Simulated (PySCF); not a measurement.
Computed vibrations of [Pm(H2O)2]3+

[Pm(H2O)2]3+ (singlet in the valence; each metal's 4f electrons, 4 of them, lie in its core potential, out of spins and levels). PySCF 2.14.0, RKS BP86, Pm lcecp-1-SVP with ECP50, O def2-SVP, H def2-SVP; non-relativistic Hamiltonian with scalar-relativistic core potentials where named; density fitting; no spin-orbit coupling. Central differences of gradients.

```xyz
7

Pm    0.0000    0.0000    0.0000
O     0.0000    0.0000    2.3323
H     0.5512    0.5512    2.9658
H    -0.5512   -0.5512    2.9658
O     0.0000    0.0000   -2.3323
H     0.5512   -0.5512   -2.9658
H    -0.5512    0.5512   -2.9658
```

Run from Python with OMP_NUM_THREADS=2. Where DIIS fails, smearing, a level shift and second-order steps follow.
It took 29 s on 2 threads of Arm Neoverse V1, on a shared host.

(1) What are the harmonic wavenumbers and infrared intensities?

(2) Is this a minimum?

An lcecp potential fixes the number of 4f electrons, so in runs with it no electron can move into or out of that shell.

Answers

(1) Modes are labelled in D2d; negative numbers are unstable modes, those under 60 cm⁻¹ near the noise; a finer grid moves soft modes by up to 10 cm⁻¹.
```tsv
cm⁻¹	km/mol	symmetry
-64	–	e
-64	–	e
170	0.0	b1
396	0.0	a1
399	56.4	b2
617	55.5	e
617	55.5	e
703	406.8	e
703	406.8	e
1621	291.6	b2
1624	0.0	a1
3364	1459.1	b2
3381	0.0	a1
3394	433.1	e
3394	433.1	e
```

(2) No: 2 unstable; the lowest moves the atoms so:
```
Pm   0.01 -0.08  0.00
O   -0.04  0.32  0.00
H   -0.07  0.43 -0.07
H   -0.07  0.43  0.07
O   -0.04  0.32  0.00
H   -0.03  0.43 -0.09
H   -0.03  0.43  0.09
```
